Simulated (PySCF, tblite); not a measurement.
Isomers of C6H6FO (doublet state). Level: GFN2-xTB in tblite, geometry and Hessian alike; calculated harmonic values, unscaled, isolated species. The method is semi-empirical: single wavenumbers can be off by several per cent or more. One conformer each. Open shells enter through the occupations alone, without spin polarisation, and single modes of such species can be off by tens of per cent.

Electronic energies: B3LYP/pcH-1 single points on the GFN2-xTB geometries (PySCF, gas phase).

| SMILES | electronic energy, lowest = 0 (kcal/mol) |
| --- | --- |
| OC1=C[C@H](F)[CH]C=C1 | 0.0 |
| O=C[C]1[C@@H](F)C12CC2 | 55.7 |
| [CH2]c1ccc(CF)o1 | 2.6 |
| O=[C][C@@H]1[C@H](F)C12CC2 | 49.0 |

Problem. How do GFN2-xTB zero-point energies change the relative energies?

Solution. 
| SMILES | ZPE (kcal/mol) | of it from modes above 1550 cm⁻¹ | electronic (kcal/mol) | with ZPE, lowest = 0 (kcal/mol) | lowest mode (cm⁻¹) | rings |
| --- | --- | --- | --- | --- | --- | --- |
| OC1=C[C@H](F)[CH]C=C1 | 64.0 | 29.0 | 0.0 | 0.0 | 94 | 1 |
| [CH2]c1ccc(CF)o1 | 63.8 | 26.5 | 2.6 | 2.5 | 21 | 1 |
| O=[C][C@@H]1[C@H](F)C12CC2 | 63.9 | 31.3 | 49.0 | 49.0 | 71 | 2 |
| O=C[C]1[C@@H](F)C12CC2 | 63.1 | 30.6 | 55.7 | 54.9 | 73 | 2 |

The zero-point energies span 0.9 kcal/mol, from `O=C[C]1[C@@H](F)C12CC2` to `OC1=C[C@H](F)[CH]C=C1`. The order is unchanged.

Problem. And how do the electronic energies of GFN2-xTB itself compare?

Solution. `OC1=C[C@H](F)[CH]C=C1` 5.7; `[CH2]c1ccc(CF)o1` 0.0; `O=[C][C@@H]1[C@H](F)C12CC2` 52.8; `O=C[C]1[C@@H](F)C12CC2` 52.3 kcal/mol, lowest = 0. Against the energies above, taken from the same isomer `OC1=C[C@H](F)[CH]C=C1`, the largest difference is 9.1 kcal/mol.

Problem. What do entropy and thermal enthalpy add at 298.15 K and 1 bar (rigid rotor, harmonic oscillator, one conformer each)?

Solution. 
| SMILES | point group | symmetry number | S (cal/(mol K)) | H − H(0) (kcal/mol) | ZPE + H − H(0) − TS (kcal/mol) |
| --- | --- | --- | --- | --- | --- |
| OC1=C[C@H](F)[CH]C=C1 | C1 | 1 | 84.1 | 5.03 | 43.9 |
| O=[C][C@@H]1[C@H](F)C12CC2 | C1 | 1 | 88.8 | 5.52 | 43.0 |
| O=C[C]1[C@@H](F)C12CC2 | C1 | 1 | 89.9 | 5.61 | 41.9 |

S holds R ln(2S + 1) for the spin.

Not tabulated: `[CH2]c1ccc(CF)o1` (lowest mode only 21 cm⁻¹).
